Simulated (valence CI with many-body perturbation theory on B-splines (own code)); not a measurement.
## Hyperfine factors and g values of La51+

Computed by configuration interaction combined with many-body perturbation theory (CI+MBPT): four valence electrons over a frozen Dirac-Fock core [He], a basis of 11 s, 11 p, 10 d, 8 f, 5 g, 2 h functions for each j, with the one-electron correlation potential Σ1, the two-electron term Σ2, the three-electron term Σ3, Breit, model QED; selected CI, second order for the rest, scaled by the run's own slope (own B-spline code, finite nucleus).

The last digits are not significant, and no measured levels were compared; by estimate large intervals hold to a few tenths of a per cent, small ones and those within an open d or f shell to about a per cent. Among the levels kept, up to 880 cm⁻¹ of a level comes from second order outside the variational space, and about a tenth of that is noise between levels of different J, which matters for small intervals.

A/g_I is the dipole constant over the nuclear g factor μ/I (μ in nuclear magnetons, uniformly magnetised nucleus), B/Q the quadrupole constant per barn. Both hold the static response of the core; the bare values leave it out. Large factors of s and p1/2 electrons are usually good to 5 to 10 %; those of open d and f shells near neutrality can be off by tens of per cent, and small factors of p3/2, d and f electrons come from cancelling terms and can be off by a factor of two or in sign, in half-filled shells by more. B is blank for J = 1/2, where it vanishes, and for nearly pure S terms. Energies count from the lowest level. Levels with J = 0 are left out.

Levels are named by their leading jj configuration (3d3/2^4 stands for four electrons in 3d with j = 3/2), which in mixed levels can hold well under half, so a name can repeat and another be missing. Letters in brackets count levels of one name in rising energy.

| Level | E (eV) | g | A/g_I (MHz) | A/g_I bare | B/Q (MHz/b) | B/Q bare |
| --- | --- | --- | --- | --- | --- | --- |
| (2s^2 2p1/2 2p3/2) J=1 | 425.9 | 1.482 | -171000 | -155000 | 347000 | 348000 |
| (2s^2 2p1/2 2p3/2) J=2 | 442.2 | 1.160 | 889000 | 892000 | 616000 | 617000 |
| (2s 2p1/2^2 2p3/2) J=2 | 627.3 | 1.553 | 2160000 | 2150000 | 625000 | 626000 |
| (2s 2p1/2^2 2p3/2) J=1 | 691.8 | 1.091 | -1440000 | -1400000 | 437000 | 437000 |
| (2s^2 2p3/2^2) J=2 | 881.9 | 1.297 | 369000 | 378000 | 76000 | 76200 |
| (2s 2p1/2 2p3/2^2) J=2 [a] | 1034.8 | 1.547 | 1590000 | 1580000 | 216000 | 217000 |
| (2s 2p1/2 2p3/2^2) J=3 | 1071.6 | 1.311 | 1940000 | 1930000 | -1330 | -1360 |
| (2s 2p1/2 2p3/2^2) J=1 [a] | 1128.1 | 1.297 | -1220000 | -1180000 | -348000 | -349000 |
| (2s 2p1/2 2p3/2^2) J=2 [b] | 1138.4 | 1.067 | -65700 | -45700 | -148000 | -148000 |
| (2s 2p1/2 2p3/2^2) J=1 [b] | 1141.7 | 1.339 | 4250000 | 4200000 | 174000 | 174000 |
| (2p1/2^2 2p3/2^2) J=2 | 1353.9 | 1.328 | 336000 | 355000 | 69700 | 69800 |
| (2s 2p3/2^3) J=2 | 1537.4 | 1.415 | 2210000 | 2200000 | -701000 | -702000 |
| (2s 2p3/2^3) J=1 | 1598.6 | 1.191 | -1480000 | -1440000 | -259000 | -260000 |
| (2p1/2 2p3/2^3) J=1 | 1790.0 | 1.482 | -197000 | -169000 | -344000 | -344000 |
| (2p1/2 2p3/2^3) J=2 | 1806.8 | 1.129 | 888000 | 894000 | -760000 | -762000 |
| (2s^2 2p1/2 3s) J=1 | 5699.7 | 1.319 | 2370000 | 2350000 | -12100 | -12200 |
| (2s^2 2p1/2 3p1/2) J=1 | 5757.6 | 0.650 | 1630000 | 1620000 | -2920 | -2920 |
| (2s 2p1/2^2 3s) J=1 | 5871.1 | 1.922 | 3710000 | 3670000 | 34700 | 34800 |
| (2s^2 2p1/2 3p3/2) J=2 | 5900.7 | 1.157 | 707000 | 705000 | 191000 | 191000 |
| (2s^2 2p1/2 3p3/2) J=1 | 5907.8 | 1.641 | 695000 | 689000 | 65000 | 65100 |
| (2s 2p1/2^2 3p1/2) J=1 | 5942.0 | 1.349 | 3740000 | 3700000 | -1090 | -1070 |
| (2s^2 2p1/2 3d3/2) J=2 | 5949.6 | 0.752 | 677000 | 674000 | 44200 | 44600 |
| (2s^2 2p1/2 3d3/2) J=1 | 5973.0 | 0.885 | -139000 | -140000 | 9820 | 9980 |
| (2s^2 2p1/2 3d5/2) J=2 | 5996.1 | 1.282 | -365000 | -363000 | 35700 | 36100 |
| (2s^2 2p1/2 3d5/2) J=3 | 5999.3 | 1.103 | 438000 | 436000 | 28800 | 29300 |
| (2s 2p1/2^2 3p3/2) J=2 | 6083.0 | 1.530 | 1950000 | 1930000 | 188000 | 188000 |
| (2s 2p1/2^2 3p3/2) J=1 | 6087.5 | 1.112 | -1760000 | -1730000 | 100000 | 100000 |
| (2s 2p1/2^2 3d3/2) J=1 | 6131.3 | 0.444 | -1820000 | -1800000 | 15200 | 15400 |
| (2s 2p1/2^2 3d3/2) J=2 | 6136.1 | 1.152 | 1820000 | 1800000 | 32100 | 32500 |
| (2s^2 2p3/2 3s) J=2 | 6150.0 | 1.482 | 835000 | 837000 | 703000 | 704000 |
| (2s^2 2p3/2 3s) J=1 | 6156.3 | 1.139 | -94000 | -76900 | 363000 | 364000 |

(1) Take the isotope of mass number 139, with I = 7/2, μ = 2.7791 μN and Q = 0.206 b. What is the hyperfine structure of (2s^2 2p1/2 2p3/2) J=2?

Results:

(1) From the table A = 706000 MHz, B = 127000 MHz. Shifts from the centre of gravity in MHz: F = 3/2: -6290000, F = 5/2: -4580000, F = 7/2: -2150000, F = 9/2: 1020000, F = 11/2: 4970000.
